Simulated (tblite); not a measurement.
C6H9FSi.
Z-matrix (Å and degrees, GFN2-xTB geometry), rows numbered from 1:
```
C 
C   1  1.4924
C   2  1.3434  1  125.72
Si  3  1.8762  2  110.19  1  -179.98
C   4  1.8960  3   88.69  2    -0.02
C   5  1.4847  4  125.63  3   180.00
F   6  1.3780  5  112.87  4  -179.77
C   5  1.3380  4  109.21  3     0.05
H   1  1.0902  2  110.08  3  -120.76
H   1  1.0903  2  110.12  3   120.72
H   1  1.0875  2  111.16  3    -0.03
H   3  1.0774  2  121.85  1     0.05
H   4  1.4636  3  115.06  2   113.98
H   4  1.4638  3  115.03  2  -114.04
H   6  1.0974  5  111.05  4   -60.38
H   6  1.0974  5  111.02  4    60.86
H   8  1.0807  2  119.75  1    -0.02
```

Calculated harmonic vibrations of the isolated species, GFN2-xTB (tblite), most abundant isotopes, no scaling. This tight-binding method is rough: wavenumbers can miss measured ones by several per cent, in bad cases by 10 to 20. Modes of hydrogen on silicon can be 10 to 20 % off. One conformer, not necessarily the lowest.

Harmonic wavenumbers (cm⁻¹): 59.0, 119.6, 147.0, 166.5, 175.2, 293.4, 324.4, 336.2, 451.9, 473.3, 507.4, 535.6, 547.9, 626.5, 720.6, 770.9, 777.0, 829.5, 866.6, 952.2, 952.5, 997.7, 1012.2, 1019.1, 1119.6, 1153.3, 1203.5, 1228.1, 1313.2, 1329.0, 1396.2, 1431.0, 1475.1, 1476.8, 1591.3, 1648.9, 2250.5, 2256.6, 2898.5, 2919.0, 2995.3, 3008.7, 3039.8, 3074.2, 3094.4.

A = 2433, B = 1261, C = 847.5 MHz; mass 128.046 u (most abundant isotopes); point group Cs, symmetry number 1.

Q: Zero-point energy?

A: Half the sum of the wavenumbers: 27783 cm⁻¹ = 332.35 kJ/mol.

Q: What is S at 350 K and 1 bar for an ideal gas of classical rigid rotors and harmonic oscillators?

A: Translation 172.71, rotation 124.19, vibration 124.19: S = 421.1 J/(mol K).

Q: And Cp and H(350 K) − H(0)?

A: Cp = 173.12 J/(mol K), of which vibrations give 139.87 (their classical limit is 45 R = 374.2); H(350 K) − H(0) = 35.61 kJ/mol without the zero-point energy, 23.97 from vibrations.

Q: What must be added to the electronic energy to get the Gibbs energy at 350 K and 1 bar?

A: ZPE + [H(350 K) − H(0)] − T·S = 332.35 + 35.61 − 147.38 = 220.58 kJ/mol.

Q: Blend soft modes into free rotors: weight 1/[1 + (100 cm⁻¹/ν̃)⁴] for the oscillator and the rest for a rotor with moment μB/(μ + B), μ = h/(8π²ν), B = 10⁻⁴⁴ kg m². What vibrational entropy results?

A: 118.21 J/(mol K) in place of 124.19, which changes −T·S at 350 K by +2.09 kJ/mol.

Hindered rotation and anharmonicity are outside this model. Other conformers, if any are populated, would add a mixing term that is left out.

Time: 2.0 s. Hardware: one thread of an Intel Xeon at 2.50 GHz, shared host with 64 logical CPUs at a one-minute load of 64. This covers the Hessian and the dipole derivatives.
